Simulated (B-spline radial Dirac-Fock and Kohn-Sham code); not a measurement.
# Elastic and transport cross sections of lanthanum for positrons

Level of theory: relativistic (Dirac) partial waves in the static field of the Dirac-Fock atom, without polarisation or absorption potentials; a radial atomic solver. Below a few hundred eV the neglected polarisation potential matters, most of all at small angles. σ_tr1 and σ_tr2 weight the cross section with 1 − P₁ and 1 − P₂ of cos θ; "backward" is the share scattered beyond 90°.

```
energy (eV)  σ (a₀²)  σ_tr1 (a₀²)  σ_tr2 (a₀²)  σ/σ_tr1  backward (%)
        103     37.6         5.80         10.2     6.49           4.2
        490     19.4         1.62         3.04     12.0           2.0
        539     18.6         1.49         2.80     12.5           1.9
        761     15.7         1.09         2.08     14.5           1.6
       1270     12.2        0.670         1.31     18.2           1.2
       2110        ?            ?            ?        ?             ?
       2160     9.17        0.387        0.784     23.7          0.82
       3130     7.46        0.256        0.532     29.1          0.62
       4050     6.44        0.190        0.401     33.8          0.51
       5580     5.33        0.130        0.278     41.0          0.40
       6470     4.87        0.108        0.234     45.0          0.36
      13800     3.02       0.0407       0.0921     74.1          0.18
      23600     2.11       0.0192       0.0450      110          0.11
      26100     1.97       0.0166       0.0391      118         0.098
      60100     1.11      0.00472       0.0117      234         0.039
     116000    0.716      0.00167      0.00428      428         0.017
```

Task: Fill in the row for 2.11 keV.

Result: σ = 9.28 a₀², σ_tr1 = 0.397 a₀², σ_tr2 = 0.802 a₀², σ/σ_tr1 = 23.4, backward 0.83 %. The ratio σ/σ_tr1 is roughly the number of elastic collisions that randomise the direction.

Values without a named source are computed, but for edge energies of neutral atoms, which are taken from tables.
